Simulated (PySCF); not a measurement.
Zr²¹⁺ (zirconium, charge +21) across methods

[Ar] 3d1, 2D determinant. Computed with PySCF 2.14 in an even-tempered Gaussian basis (19 s from 2.1 bohr⁻², ratio 2.5; 12 p from 2.7 bohr⁻², ratio 2.5; 8 d from 2.7 bohr⁻², ratio 2.5; 4 f from 9.4 bohr⁻², ratio 2.7; 3 g from 14 bohr⁻², ratio 2.7), with the spin-free X2C one-electron Hamiltonian (Gaussian nucleus).

```json
{"method": "M06", "E (hartree)": "-3340.79", "mean ε 3p α (eV)": "-1023.4", "mean ε 3p β (eV)": "-1019.8", "mean ε 3d α (eV)": "-898.47", "Σ⟨r²⟩ (bohr²)": "1.911", "⟨S²⟩": "0.750"}
{"method": "B3LYP", "E (hartree)": "-3340.70", "mean ε 3p α (eV)": "-1021.4", "mean ε 3p β (eV)": "-1017.8", "mean ε 3d α (eV)": "-899.01", "Σ⟨r²⟩ (bohr²)": "1.913", "⟨S²⟩": "0.750"}
{"method": "PBE", "E (hartree)": "-3340.40", "mean ε 3p α (eV)": "-1015.0", "mean ε 3p β (eV)": "-1012.1", "mean ε 3d α (eV)": "-892.38", "Σ⟨r²⟩ (bohr²)": "1.912", "⟨S²⟩": "0.750"}
{"method": "UHF", "E (hartree)": "-3339.68353", "mean ε 3p α (eV)": "-1045.0", "mean ε 3p β (eV)": "-1038.6", "mean ε 3d α (eV)": "-922.12", "Σ⟨r²⟩ (bohr²)": "1.914", "⟨S²⟩": "0.751"}
{"method": "r2SCAN", "E (hartree)": "-3340.71", "mean ε 3p α (eV)": "-1018.0", "mean ε 3p β (eV)": "-1014.5", "mean ε 3d α (eV)": "-894.88", "Σ⟨r²⟩ (bohr²)": "1.912", "⟨S²⟩": "0.750"}
{"method": "PBE0", "E (hartree)": "-3340.44", "mean ε 3p α (eV)": "-1023.0", "mean ε 3p β (eV)": "-1019.2", "mean ε 3d α (eV)": "-900.13", "Σ⟨r²⟩ (bohr²)": "1.912", "⟨S²⟩": "0.750"}
```

Problem. Estimate the same row for LDA.

Solution. E (hartree) = -3336.11; mean ε 3p α (eV) = -1014.5; mean ε 3p β (eV) = -1011.6; mean ε 3d α (eV) = -891.38; Σ⟨r²⟩ (bohr²) = 1.914; ⟨S²⟩ = 0.750.

Spin-orbit coupling, absent here, splits the open shell strongly.
